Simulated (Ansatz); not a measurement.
A made-up structure of CHSeSi, doublet:

```json
{"atom": "C1", "x (Å)": "-1.9162", "y (Å)": "0.9083", "z (Å)": "0.5984"}
{"atom": "Si2", "x (Å)": "-0.5685", "y (Å)": "-0.2809", "z (Å)": "0.8713"}
{"atom": "Se3", "x (Å)": "0.7367", "y (Å)": "0.1915", "z (Å)": "-0.9112"}
{"atom": "H4", "x (Å)": "-2.7302", "y (Å)": "1.3497", "z (Å)": "0.0825"}
```

It is relaxed with PBE-D4/def2-SVP and then PBE0-D4/def2-TZVP (Ansatz 0.2.0). Atoms count as bonded within 1.22 times the sum of their covalent radii (H–H: 0.88 Å). The end point is not checked to be a true minimum.

Q: Does its bonding change? (Judge from chemistry; the calculation decides.)

A: By the calculation: Yes. Formed: C1–Se3; broken: none.

Where it ends: The first stage lowers the energy by 2.36 eV in 10 steps. It ends as CHSeSi ([CH]1[Si][Se]1):
C1  (-1.521, 0.704, 0.235)
Si2  (-0.652, -0.462, 1.216)
Se3  (0.054, 0.592, -0.789)
H4  (-2.359, 1.335, -0.021)
(Å)

Labels in which every atom is bracketed show which atoms are joined, not bond orders.

For scale, one of the runs: PBE0-D4/def2-TZVP relaxation, 122 basis functions, launched by `ansatz run in.yaml --threads 2 --pin off --events-out ev --progress --plain --max-ram 4352MiB`. The run took about 23 s on 2 CPU threads of an Intel Xeon Platinum 8259CL (shared host).
